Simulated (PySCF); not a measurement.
**How methods differ on the excitation energy of Nb**

Nb [Kr] 4d4 5s1 (6D) → Nb [Kr] 4d3 5s2 (4F), as a difference of total energies. Calculation: PySCF 2.14, in x2c-TZVPPall (8s6p6d2f1g, 79 functions); the spin-free X2C one-electron Hamiltonian (Gaussian nucleus). Correlated levels: valence: [Kr] frozen. The calculations carry no spin-orbit coupling.

| method | excitation energy (cm⁻¹) |
| --- | --- |
| UHF | 5903.2 |
| MP2 (valence) | 3053.1 |
| SCS-MP2 (valence) | -2136.0 |
| CCSD (valence) | 1857.2 |
| CCSD(T) (valence) | 1286.4 |

Q: How much does correlation contribute at CCSD(T) (valence)?

A: 1286.4 − (5903.2) = -4616.8 cm⁻¹, measured against UHF.

Errors of the correlated levels include the incompleteness of this basis and the frozen core.

For comparison: 1486.2 cm⁻¹ (measured; NIST levels, between the centres of gravity of the two terms).
